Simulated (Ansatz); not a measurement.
`[CH3][In]([F])[SH]` and `[F][In]([SH])[O][SiH3]` differ in one atom or group.

Ansatz, PBE0-D4/def2-TZVP geometries, multiplicity 1. Each molecule was computed in one conformer, which needn't be the lowest.

Elements past krypton have def2 core potentials.

```json
{"property": "size of the dipole moment (B3LYP/def2-TZVPP) / D", "`[CH3][In]([F])[SH]`": "2.96"}
{"property": "HOMO–LUMO gap (ωB97M-V/def2-TZVPP) / eV", "`[CH3][In]([F])[SH]`": "10.24"}
{"property": "HOMO energy (PBE/def2-TZVPP) / eV", "`[CH3][In]([F])[SH]`": "-6.45"}
{"property": "HOMO energy (PBE0/def2-TZVPP) / eV", "`[CH3][In]([F])[SH]`": "-7.67"}
{"property": "LUMO energy (PBE0/def2-TZVPP) / eV", "`[CH3][In]([F])[SH]`": "-1.22"}
{"property": "HOMO–LUMO gap (PBE/def2-TZVPP) / eV", "`[CH3][In]([F])[SH]`": "4.36"}
```

(1) What does the change do to each property? (Estimate.)

Results:

(1) The calculation gave: 
```json
{"property": "size of the dipole moment (B3LYP/def2-TZVPP) / D", "`[F][In]([SH])[O][SiH3]`": "2.02", "shift": "-0.94"}
{"property": "HOMO–LUMO gap (ωB97M-V/def2-TZVPP) / eV", "`[F][In]([SH])[O][SiH3]`": "10.07", "shift": "-0.17"}
{"property": "HOMO energy (PBE/def2-TZVPP) / eV", "`[F][In]([SH])[O][SiH3]`": "-7.05", "shift": "-0.60"}
{"property": "HOMO energy (PBE0/def2-TZVPP) / eV", "`[F][In]([SH])[O][SiH3]`": "-8.34", "shift": "-0.67"}
{"property": "LUMO energy (PBE0/def2-TZVPP) / eV", "`[F][In]([SH])[O][SiH3]`": "-2.39", "shift": "-1.17"}
{"property": "HOMO–LUMO gap (PBE/def2-TZVPP) / eV", "`[F][In]([SH])[O][SiH3]`": "3.75", "shift": "-0.61"}
```

With PBE0 the HOMO falls by 0.67 eV and the LUMO falls by 1.17 eV, so the gap narrows by about 0.50 eV. PBE moves the HOMO by -0.60 eV and ωB97M-V by -0.69 eV. Dipoles are sizes alone; their direction can turn.

B3LYP here is the variant with VWN-RPA as its local correlation; programs differ in this.

Positive LUMOs are unbound, so they and the gaps depend on the basis.
